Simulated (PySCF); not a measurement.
Unknowns

- GIAO PBE0/pcSseg-1 shieldings
- GFN2-xTB geometry
- run in PySCF 2.14.0 with density-fitted response routines
- a single conformation, no solvent, non-relativistic Hamiltonian, rapidly exchanging positions averaged

Referencing at the same level of theory: TMS for ¹H (σref 31.72), ¹³C (σref 186.93). Where no couplings were computed, multiplicities follow the n + 1 count of equivalent neighbours, and m marks all less simple cases (inequivalent or close neighbours, rings, F or P nearby). Shifts are as computed. Against solution values, carbons near 30 ppm lie about +3 ppm off and those near 130 ppm about +5 ppm. Of 1211 compounds with measured shifts, 218 miss one by over three times the rms of a fit or turn the order of signals round; such compounds aren't used in these exercises.

Task: C7H8O2. ¹H NMR (400 MHz, computed): δ 7.24 (s, 2H), 2.04 (m, 1H), 1.59 (m, 2H), 1.38 (t, 3H). ¹³C{¹H} NMR (computed): δ 211.8 (C), 155.4 (CH), 53.5 (CH), 29.3 (CH2), 14.6 (CH3). Give a structure.

Result: `CCC1C(=O)C=CC1=O`. Rings plus π bonds: 4 (1 ring in the answer). 5 carbon signals for 7 carbons: some carbons are equivalent by symmetry or fast rotation. Carbon types of the structure: 2 × C, 3 × CH, 1 × CH2, 1 × CH3, which accounts for all hydrogens. δC 211.8: ketone carbonyl carbon; low-lying n→π* states of the double bond to the heteroatom give a large paramagnetic term (-273 ppm). δC 155.4: β carbon of a C=C–C=O unit; conjugation with the carbonyl draws π density from the β position. δC 14.6: methyl carbon; aliphatic region, no heteroatom directly attached. δH 2.04: hydrogen on an sp3 CH α to a carbonyl; α to C=O.

The data come from this structure; uniqueness wasn't tested.

Task: C4H14O2Si3. ¹H NMR (400 MHz, computed): δ 5.97 (br s, 1H), 5.64 (br s, 1H), 5.42 (m, 1H), 5.20 (s, 3H), 4.31 (m, 1H), 3.97 (m, 1H), 3.97 (s, 3H), 1.99 (s, 3H). ¹³C{¹H} NMR (computed): δ 148.5, 135.5, 53.0, 29.2. Give a structure.

Result: SMILES C=C(C)[SiH2][Si@H](OC)O[SiH3]. Rings plus π bonds: 1 (no ring in the answer). 4 carbon signals for 4 carbons: no two carbons are equivalent. Carbon types of the structure: 1 × C, 1 × CH2, 2 × CH3, leaving 6 H on heteroatoms. δC 148.5: fully substituted alkene carbon; as expected for a trigonal carbon in a double bond. δC 135.5: terminal =CH2 carbon; as expected for a trigonal carbon in a double bond. δC 53.0: methyl carbon bonded to O; pulled downfield by the heteroatom. δH 3.97: hydrogen on a methyl carbon bonded to O; its carbon carries O, hence the downfield position.

The shifts were computed for this structure.

Task: C7H8O2. ¹H NMR (600 MHz, computed): δ 7.39 (m, 2H), 7.31 (m, 2H), 5.09 (m, 1H), 3.73 (s, 3H). ¹³C{¹H} NMR (computed): δ 158.7 (CH), 156.1 (CH), 122.1 (C), 82.3 (CH), 55.4 (CH3). Identify the compound.

Result: SMILES [C@]12(OC)C=C[C@H](C=C1)O2. The formula gives 4 degrees of unsaturation (2 rings in the answer). 5 carbon signals for 7 carbons: some carbons are equivalent by symmetry or fast rotation. Carbon types of the structure: 1 × C, 5 × CH, 1 × CH3, which accounts for all hydrogens. δC 158.7, 156.1: alkene CH; the olefinic region. δC 122.1: sp3 carbon bearing two oxygens; 2 electronegative neighbours deshield it. δC 82.3: allylic sp3 CH bonded to O; deshielded by the electronegative neighbour. δH 3.73: hydrogen on a methyl carbon bonded to O; its carbon carries O, an electronegative neighbour.

This is the structure that produced the data.
